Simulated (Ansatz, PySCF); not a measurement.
Ti(OH)4 (H4O4Ti), SMILES [OH][Ti]([OH])([OH])[OH], multiplicity 1. Atoms are numbered in the order given.

```xyz
9

Ti     0.0000     0.0000     0.0000
O      0.8434     1.1818    -1.0427
H      0.8575     2.1408    -0.9752
O     -1.1818     0.8434     1.0427
H     -2.1408     0.8575     0.9752
O     -0.8434    -1.1818    -1.0427
H     -0.8575    -2.1408    -0.9752
O      1.1818    -0.8434     1.0427
H      2.1408    -0.8575     0.9752
```

The structure is a stationary point at PBE0-D3(BJ)/def2-SVP. The multiplicity is an assumed one; no other spin state was optimised. The isomer is the one that the SMILES or the coordinates give; other isomers of the formula were not compared. One conformer was computed; it need not be the lowest.

Two levels are set side by side: PBE-D3(BJ)/def2-SVP (Ansatz, a program for electronic structure) and PBE0-D3(BJ)/def2-SVP (Ansatz). Each level has its own optimised geometry; the coordinates shown are those of the second. Frequencies come from the Hessian of PySCF at each geometry. Differences are taken from unrounded values.

```tsv
quantity	PBE0-D3(BJ)	PBE-D3(BJ)	PBE-D3(BJ) minus PBE0-D3(BJ)
mean bond length (Å)	1.374	1.391	0.017
bond Ti1–O2 (Å)	1.788	1.809	0.022
bond Ti1–O4 (Å)	1.788	1.809	0.022
bond Ti1–O6 (Å)	1.788	1.809	0.022
bond Ti1–O8 (Å)	1.788	1.809	0.022
bond O2–H3 (Å)	0.961	0.973	0.012
bond O4–H5 (Å)	0.961	0.973	0.012
bond O6–H7 (Å)	0.961	0.973	0.012
bond O8–H9 (Å)	0.961	0.973	0.012
highest harmonic wavenumber (cm⁻¹)	3950	3774	-176
mean harmonic wavenumber (cm⁻¹)	1085	1048	-37
zero-point energy (kcal/mol)	32.58	31.47	-1.11
```

GGA bonds tend to be longer and softer than those of functionals with exact exchange. Differences between two approximate levels are no errors against the true value.
